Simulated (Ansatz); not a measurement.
Breaking the C3–H4 bond in CH4Cd (SMILES [CH3][CdH]) (multiplicity 1 held, fragments rigid). Energies count from the point at 1.090 Å.
Geometry at that point (charge 0, multiplicity 1):
```xyz
6

Cd    -0.2807    -0.1510    -0.0414
H     -1.7499    -0.9416    -0.2582
C      1.5814     0.8509     0.2333
H      2.0312     0.5593     1.1828
H      1.4329     1.9311     0.2353
H      2.2707     0.5954    -0.5719
```

Signs of static correlation in def2-TZVPP, with CASSCF(2,2), from Ansatz (a quantum-chemistry and plane-wave program) runs.

```csv
R (Å),T1 of restricted CCSD,⟨S²⟩ of UHF,largest double amplitude of restricted CCSD,weight of the CASSCF reference in MRCISD,CASSCF natural occupations
0.872,0.013,0.000,0.031,0.893,1.99 0.01
0.981,0.013,0.000,0.031,0.893,1.99 0.01
1.090,0.013,0.000,0.031,0.893,1.98 0.02
1.199,0.013,0.000,0.031,0.892,1.98 0.02
1.308,0.013,0.000,0.031,0.892,1.97 0.03
1.472,0.015,0.000,0.033,0.892,1.94 0.06
1.636,0.016,0.000,0.034,0.892,1.91 0.09
1.908,?,0.529,0.082,0.892,1.84 0.16
2.181,0.030,0.792,0.172,0.893,1.72 0.28
2.508,0.044,0.925,0.321,0.893,1.55 0.45
2.944,?,0.987,0.514,0.894,1.34 0.66
3.489,0.085,1.008,0.719,0.894,1.16 0.84
```

Problem. Complete the blanks.

Solution. 
- 1.908, T1 of restricted CCSD: 0.022
- 2.944, T1 of restricted CCSD: 0.064

Doubts at one or more of the structures used: a restricted determinant that unrestricted orbitals would lower (R-CCSD(T)/def2-TZVPP); other coupled-cluster roots lie near (R-CCSD(T)/def2-TZVPP); T1 above 0.05 (R-CCSD(T)/def2-TZVPP, U-CCSD(T)/def2-TZVPP); a spin-contaminated determinant (U-CCSD(T)/def2-TZVPP).
